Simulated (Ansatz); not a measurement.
H5NOSSi2 at its PBE0-D4/def2-TZVP geometry, where that method's forces vanish. The species carries charge 0 and has multiplicity 1.

```json
{"atom": "S1", "x (Å)": "-1.413", "y (Å)": "1.259", "z (Å)": "-1.943"}
{"atom": "Si2", "x (Å)": "-0.059", "y (Å)": "-0.111", "z (Å)": "-1.066"}
{"atom": "N3", "x (Å)": "0.944", "y (Å)": "0.467", "z (Å)": "0.214"}
{"atom": "Si4", "x (Å)": "0.246", "y (Å)": "-0.698", "z (Å)": "1.283"}
{"atom": "O5", "x (Å)": "-0.710", "y (Å)": "-1.209", "z (Å)": "0.010"}
{"atom": "H6", "x (Å)": "-1.831", "y (Å)": "1.748", "z (Å)": "-0.762"}
{"atom": "H7", "x (Å)": "0.595", "y (Å)": "-0.749", "z (Å)": "-2.229"}
{"atom": "H8", "x (Å)": "1.611", "y (Å)": "1.211", "z (Å)": "0.294"}
{"atom": "H9", "x (Å)": "-0.537", "y (Å)": "-0.156", "z (Å)": "2.421"}
{"atom": "H10", "x (Å)": "1.154", "y (Å)": "-1.761", "z (Å)": "1.779"}
```

Task: For each bond, give half the difference of the two atoms' forces along it (eV/Å; positive pushes the atoms apart) under PBE-D4, r2SCAN-D4, B3LYP-D4, ωB97M-V in def2-TZVPP. (An estimate is asked.)

Result: Ansatz gave: 
```
   bond  length (Å)  PBE-D4  r2SCAN-D4  B3LYP-D4  ωB97M-V
 S1–Si2       2.117    0.02       0.04      0.07    -0.02
  S1–H6       1.345    0.26       0.02     -0.03    -0.09
 Si2–N3       1.726    0.17       0.05      0.14     0.13
 Si2–O5       1.670    0.44       0.08      0.14     0.11
 Si2–H7       1.479   -0.02      -0.05     -0.22    -0.22
 N3–Si4       1.729    0.16       0.04      0.18     0.18
  N3–H8       1.002    0.08      -0.01     -0.05    -0.06
 Si4–O5       1.671    0.44       0.08      0.18     0.17
 Si4–H9       1.485   -0.02      -0.03     -0.16    -0.19
Si4–H10       1.483   -0.02      -0.04     -0.17    -0.20
```

B3LYP here is the variant with VWN-RPA as its local correlation; programs differ in this.
